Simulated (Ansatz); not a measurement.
Single points on `S/C=C/c1ccc(/C=C/c2ccc(/C=C/c3ccc(/C=C/c4ccc(S)cc4)cc3)cc2)cc1` with charge -1.

```yaml
crystal:
  periodic: [false, false, false]
  atoms:
    - {symbol: S, position_ang: [14.618899, 0.323952, 0.542482]}
    - {symbol: C, position_ang: [12.910817, 0.632124, 0.249285]}
    - {symbol: C, position_ang: [11.921817, -0.076435, 0.856561]}
    - {symbol: C, position_ang: [10.485776, 0.141855, 0.709982]}
    - {symbol: C, position_ang: [9.582708, -0.767200, 1.321702]}
    - {symbol: C, position_ang: [8.202493, -0.621878, 1.204667]}
    - {symbol: C, position_ang: [7.636740, 0.449442, 0.466476]}
    - {symbol: C, position_ang: [6.203886, 0.651099, 0.300122]}
    - {symbol: C, position_ang: [5.200917, -0.146493, 0.771433]}
    - {symbol: C, position_ang: [3.769067, 0.049813, 0.593949]}
    - {symbol: C, position_ang: [3.201925, 1.169841, -0.067983]}
    - {symbol: C, position_ang: [1.823656, 1.292691, -0.221256]}
    - {symbol: C, position_ang: [0.922655, 0.310099, 0.270851]}
    - {symbol: C, position_ang: [-0.506612, 0.485316, 0.056618]}
    - {symbol: C, position_ang: [-1.502832, -0.378866, 0.411419]}
    - {symbol: C, position_ang: [-2.929567, -0.217123, 0.171229]}
    - {symbol: C, position_ang: [-3.501101, 0.925647, -0.446237]}
    - {symbol: C, position_ang: [-4.872150, 1.010457, -0.672815]}
    - {symbol: C, position_ang: [-5.760674, -0.034771, -0.302952]}
    - {symbol: C, position_ang: [-7.181726, 0.103963, -0.592041]}
    - {symbol: C, position_ang: [-8.161055, -0.816744, -0.357552]}
    - {symbol: C, position_ang: [-9.581440, -0.686704, -0.661390]}
    - {symbol: C, position_ang: [-10.453903, -1.768489, -0.382441]}
    - {symbol: C, position_ang: [-11.820756, -1.707024, -0.660942]}
    - {symbol: C, position_ang: [-12.375932, -0.543922, -1.236314]}
    - {symbol: S, position_ang: [-14.116123, -0.530002, -1.567786]}
    - {symbol: C, position_ang: [-11.523305, 0.547784, -1.518362]}
    - {symbol: C, position_ang: [-10.159622, 0.473990, -1.236086]}
    - {symbol: C, position_ang: [-5.191145, -1.170898, 0.328035]}
    - {symbol: C, position_ang: [-3.820290, -1.255063, 0.556379]}
    - {symbol: C, position_ang: [1.489052, -0.803070, 0.944928]}
    - {symbol: C, position_ang: [2.867148, -0.924744, 1.100205]}
    - {symbol: C, position_ang: [8.540984, 1.364544, -0.135132]}
    - {symbol: C, position_ang: [9.921474, 1.219954, -0.017621]}
    - {symbol: H, position_ang: [15.095498, 1.125676, -0.448376]}
    - {symbol: H, position_ang: [12.683038, 1.456701, -0.444191]}
    - {symbol: H, position_ang: [12.208374, -0.909862, 1.522096]}
    - {symbol: H, position_ang: [9.991021, -1.610991, 1.900371]}
    - {symbol: H, position_ang: [7.546167, -1.354062, 1.698082]}
    - {symbol: H, position_ang: [5.931914, 1.548211, -0.282318]}
    - {symbol: H, position_ang: [5.472736, -1.052644, 1.339810]}
    - {symbol: H, position_ang: [3.856188, 1.958460, -0.468434]}
    - {symbol: H, position_ang: [1.412650, 2.172998, -0.740926]}
    - {symbol: H, position_ang: [-0.781126, 1.417359, -0.466705]}
    - {symbol: H, position_ang: [-1.227019, -1.317723, 0.921740]}
    - {symbol: H, position_ang: [-2.856151, 1.761549, -0.755244]}
    - {symbol: H, position_ang: [-5.286230, 1.908145, -1.159280]}
    - {symbol: H, position_ang: [-7.461675, 1.062598, -1.062070]}
    - {symbol: H, position_ang: [-7.878409, -1.779217, 0.102520]}
    - {symbol: H, position_ang: [-10.037444, -2.685924, 0.062917]}
    - {symbol: H, position_ang: [-12.465722, -2.569623, -0.434572]}
    - {symbol: H, position_ang: [-14.160714, 0.724450, -2.095175]}
    - {symbol: H, position_ang: [-11.935505, 1.465812, -1.965051]}
    - {symbol: H, position_ang: [-9.527520, 1.343715, -1.468760]}
    - {symbol: H, position_ang: [-5.837188, -2.003286, 0.644195]}
    - {symbol: H, position_ang: [-3.406380, -2.151888, 1.044309]}
    - {symbol: H, position_ang: [0.834438, -1.586915, 1.354031]}
    - {symbol: H, position_ang: [3.277753, -1.801383, 1.626356]}
    - {symbol: H, position_ang: [8.132296, 2.211717, -0.708791]}
    - {symbol: H, position_ang: [10.577233, 1.962956, -0.495932]}
basis:
  gaussian: {orbitals: def2-SVP, fitting: {mean_field: def2-universal-jkfit}}
total_charge: -1
magnetization: {spin_polarized: true, initial_magnetization: 1}
hamiltonian: {xc: pbe0, dispersion: d4}
scf: {omitted_lower_state_checks: [starts]}
output: {orbitals: {seedname: orbitals}}
```

The file start.molden holds the orbitals of an earlier run on this structure, at another level or in another basis.

```sh
$ ansatz run in.yaml --threads 2 --pin off --events-out ev --progress --plain --max-ram 20480MiB --backend cuda --devices 0, --max-vram 18GiB
```

Output, abridged:

```
Functional definition: PBE0
3124 factors; integrals over basis functions are off by at most 3.4e-1 eV
mean field evaluation 1: about -55175.1950 eV, gradient 6.6e1 eV
mean field evaluation 2: about -55122.4080 eV, gradient 9.2e1 eV
mean field evaluation 4: about -55199.8347 eV, gradient 1.2e1 eV
mean field evaluation 8: about -55201.0223 eV, gradient 1.0e0 eV
mean field evaluation 16: about -55201.0047 eV, gradient 1.7e-2 eV
mean field -55201.00472343 eV, -2028.5995070013 hartree, gradient 3.6e-5 eV, S^2 0.775046; 0 other end points of the search recorded, 0 dependent functions left out
reference -55201.00479463 eV, -2028.5995096179 hartree; 126, 125 occupied and 488, 489 virtual orbitals, 3124 factors
Total energy: -55202.95899766 eV, -2028.6713252546 hartree
Checks for a lower state left out: starts
```

It took 12 s on 2 threads of AMD EPYC 7R13 on a shared host and a share (18 GiB) of an NVIDIA H100 80GB HBM3, peak host memory 1.3 GiB.

The first input with `gaussian: {orbitals: def2-SVP, fitting: {mean_field: def2-universal-jkfit}, initial_orbitals: start.molden}`, `hamiltonian: {xc: pbe, dispersion: d4}` (abridged; 7 s):

```
Functional definition: PBE
mean field -55196.24277896 eV, -2028.4245087698 hartree, gradient 3.1e-5 eV, S^2 0.751882
Total energy: -55198.52244228 eV, -2028.5082848515 hartree
Checks for a lower state left out: starts
```

Geometry: PBE-D4/def2-SVP, that of the neutral singlet.

Single mean-field runs in def2-SVP are fitted with def2-universal-jkfit.
